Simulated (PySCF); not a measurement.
# Ga⁺: excitation energy

Ga⁺ [Ar] 3d10 4s2 (1S) → Ga⁺ [Ar] 3d10 4s1 5s1 (3S), as a difference of total energies. Calculation: PySCF 2.14, in aug-cc-pVTZ-DK (7s6p4d2f, 59 functions); scalar relativity by spin-free X2C-1e. Correlated levels: valence: [Ar] 3d10 frozen. The calculations carry no spin-orbit coupling.

```json
{"method": "UHF", "excitation energy (cm⁻¹)": "91494", "error (cm⁻¹)": "-11450"}
{"method": "MP2 (valence)", "excitation energy (cm⁻¹)": "96476", "error (cm⁻¹)": "-6468"}
{"method": "SCS-MP2 (valence)", "excitation energy (cm⁻¹)": "98078", "error (cm⁻¹)": "-4866"}
{"method": "CCSD (valence)", "excitation energy (cm⁻¹)": "98198", "error (cm⁻¹)": "-4746"}
```

Reference: 102940 cm⁻¹ (measured; NIST levels).

Errors of the correlated levels include the incompleteness of this basis and the frozen core.

With two correlated electrons CCSD is exact in that space.
